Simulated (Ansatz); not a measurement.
The same ligand exchange along the group F, Cl, Br.

Program: Ansatz. Geometries: PBE0-D4/def2-TZVP. ΔE: electronic, gas phase. CCSD(T)/CBS adds triple-zeta CCSD(T) − MP2 to the extrapolated MP2 energy (def2 sets, frozen cores). DFT in def2-TZVPP. def2 core potentials past Kr. For Br, In outer-core shells are correlated without core-valence functions, which leaves a few kJ/mol of doubt a bond. Scalar relativity is left out up to krypton. Each species was taken in one conformer, which may not be the lowest.

```json
{"reaction": "`[F][In]([SH])[O][SiH3]` + `OBN[SiH3]` → `OBN([SiH3])[SiH3]` + `[OH][In]([F])[SH]`", "CCSD/CBS(def2) (kJ/mol)": "55", "r2SCAN-D4 (kJ/mol)": "50", "HF/CBS(def2) (kJ/mol)": "76", "B2PLYP (kJ/mol)": "56", "CCSD(T)/CBS(def2) (kJ/mol)": "51"}
{"reaction": "`[SiH3][O][In]([SH])[Cl]` + `OBN[SiH3]` → `OBN([SiH3])[SiH3]` + `[OH][In]([SH])[Cl]`", "CCSD/CBS(def2) (kJ/mol)": "56", "r2SCAN-D4 (kJ/mol)": "51", "HF/CBS(def2) (kJ/mol)": "75", "B2PLYP (kJ/mol)": "57", "CCSD(T)/CBS(def2) (kJ/mol)": "53"}
{"reaction": "`[SiH3][O][In]([SH])[Br]` + `OBN[SiH3]` → `OBN([SiH3])[SiH3]` + `[OH][In]([SH])[Br]`", "CCSD/CBS(def2) (kJ/mol)": "57", "r2SCAN-D4 (kJ/mol)": "52", "HF/CBS(def2) (kJ/mol)": "75", "B2PLYP (kJ/mol)": "57", "CCSD(T)/CBS(def2) (kJ/mol)": "54"}
```

Largest T1 diagnostic: 0.016, for `[OH][In]([F])[SH]`.
